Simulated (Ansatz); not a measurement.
**A basis-limit estimate, worked out**

An elementary step of Si$_{2}$NH$_{9}$O, singlet (Si₂NH₇O ([NH2][SiH2][O][SiH3]) + H₂ → Si₂H₆O ([SiH3][O][SiH3]) + NH₃; bonds formed: Si1–H8, N2–H7; bonds broken: Si1–N2, H7–H8). “Start” is the structure reached by relaxing down from the saddle towards the reactants; PBE0-D4/def2-TZVP structures. The saddle:

```xyz
13
angstrom
Si -0.3025 -0.3008 1.0534
N 1.2463 -1.2646 0.6485
O -1.2712 0.0102 -0.2301
Si -0.9986 1.0826 -1.4629
H -0.0373 0.6431 2.1624
H -1.0871 -1.3975 1.7057
H 1.5140 -0.1763 0.2754
H 0.9538 0.8640 0.1453
H 1.7444 -1.7090 1.4122
H 1.1387 -1.9151 -0.1222
H -0.7655 2.4675 -0.9886
H 0.1176 0.6389 -2.3374
H -2.2527 1.0567 -2.2616
```

Program: Ansatz 0.2.0. Basis: def2-TZVPP and def2-QZVPP. Cores are frozen in the correlated methods.

Energies in eV:

| quantity | saddle | start |
| --- | --- | --- |
| Hartree–Fock, triple zeta (X = 3) | -19387.98592 | -19390.83539 |
| Hartree–Fock, quadruple zeta (X = 4) | -19388.69315 | -19391.56288 |
| MP2 correlation, X = 3 | -20.55845 | -19.96988 |
| MP2 correlation, X = 4 | -22.06974 | -21.48086 |
| CCSD(T) correlation, X = 3 | -22.68625 | -22.08022 |

Q: Work out the barrier at the basis limit: extrapolate Hartree–Fock as E(X) = E∞ + A exp(−7.88 √X) and the MP2 correlation as E(X) = E∞ + B X^−2.97 (the exponents that Neese and Valeev fitted for def2-TZVPP and QZVPP), then add CCSD(T) − MP2 in triple zeta.

A: Each step is linear, so take the differences first (saddle − start): Hartree–Fock 2.84947 (X = 3) and 2.86973 (X = 4); MP2 correlation -0.58857 and -0.58888; CCSD(T) correlation -0.60603.
Two points give E∞ = E(4) + w [E(4) − E(3)], with w = 1/(exp(7.88 (2 − √3)) − 1) = 0.1377 for Hartree–Fock and w = 1/((4/3)^2.97 − 1) = 0.7407 for the correlation.
Hartree–Fock: 2.86973 + 0.1377 × 0.02026 = 2.8725 eV.
MP2 correlation: -0.58888 + 0.7407 × (-0.00031) = -0.5891 eV.
CCSD(T) − MP2: -0.60603 − (-0.58857) = -0.0175 eV.
Sum: 2.8725 + (-0.5891) + (-0.0175) = 2.2659 eV, or 52.25 kcal/mol. Plain CCSD(T) in triple zeta gives 2.2434 eV, so the larger basis shifts the result by 0.0225 eV.

The T1 diagnostic stays at or below 0.012.

Labels in which every atom is bracketed show which atoms are joined, not bond orders.

For scale, one of the runs: CCSD(T)/def2-TZVPP, 272 basis functions, launched by `ansatz run in.yaml --threads 8 --pin off --events-out ev --progress --plain --max-ram 19148MiB`. Time: 64 s of wall clock on 8 CPU threads of an Intel Xeon Platinum 8375C; the host was shared. Peak host memory: 6.9 GiB.
